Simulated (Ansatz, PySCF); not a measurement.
Breaking the Se3–H4 bond in FHSeTe (SMILES F[Te][SeH]) (multiplicity 1 held, fragments rigid). Energies count from the point at 1.477 Å.
Geometry at that point (charge 0, multiplicity 1):
```xyz
4

Te     0.42184     0.29812     0.73234
F      1.58576     1.33129    -0.42384
Se    -1.05810    -0.75106    -0.97162
H     -0.23198    -1.94799    -1.23184
```

Unrestricted levels (U-) break spin symmetry where that is lower. Active spaces are followed from a long bond inwards. Left out are points that failed, MP2 points in a non-variational dive below the minimum, coupled-cluster points behind a sign of a changed root (a jump of the amplitudes, or a one-step jump against full CI or MRCI), small-basis points behind a change of solution, and semi-empirical points at long bonds. Levels need not reach the same state.

Correlated levels freeze the cores. Filled d and f shells under p-block atoms count as core. Rows in LANL2DZ carry no dispersion term and start afresh at each structure. LANL2DZ brings its own core potentials from Na on.

Programs: Ansatz (Gaussian basis) for Hartree–Fock, density functionals and correlated methods; PySCF for LANL2DZ rows.  In def2 rows elements past Kr take small-core potentials, without spin–orbit coupling.

Energies in kJ/mol.

```
R (Å)  U-r2SCAN/def2-TZVPP  R-B3LYP/LANL2DZ  U-B3LYP/def2-TZVPP  FIC-NEVPT4(SD) on CASSCF(4,3)/def2-TZVPP  FIC-MRCISD on CASSCF(4,3)/def2-TZVPP  FIC-MRCISD+Q on CASSCF(4,3)/def2-TZVPP
-----  -------------------  ---------------  ------------------  ----------------------------------------  ------------------------------------  --------------------------------------
1.182                  144              163                 145                                       148                                   144                                     145
1.330                    …               36                  27                                        28                                    26                                      26
1.477                    0                0                   0                                         0                                     0                                       0
1.625                    …                9                  17                                        18                                    19                                      19
1.773                   55               40                  54                                        55                                    57                                      57
1.995                  122              101                 121                                       122                                   124                                     124
2.216                  183              163                 185                                       181                                   184                                     184
2.586                  235              250                 245                                       248                                   251                                     251
2.955                  256              314                 265                                       278                                   283                                     282
3.398                    …              364                 273                                       290                                   295                                     295
3.989                  270         left out                 275                                       294                                   299                                     299
4.728                  271         left out                 276                                       295                                   300                                     300
```

Complete the blanks.


- 1.330, U-r2SCAN/def2-TZVPP: 27
- 3.398, U-r2SCAN/def2-TZVPP: 266
- 1.625, U-r2SCAN/def2-TZVPP: 18

Doubts at one or more of the structures used: a spin-contaminated determinant (U-r2SCAN/def2-TZVPP, U-B3LYP/def2-TZVPP); active orbitals that take no part (FIC-NEVPT4(SD) on CASSCF(4,3)/def2-TZVPP, FIC-MRCISD on CASSCF(4,3)/def2-TZVPP, FIC-MRCISD+Q on CASSCF(4,3)/def2-TZVPP).

Ansatz is a first-principles code.
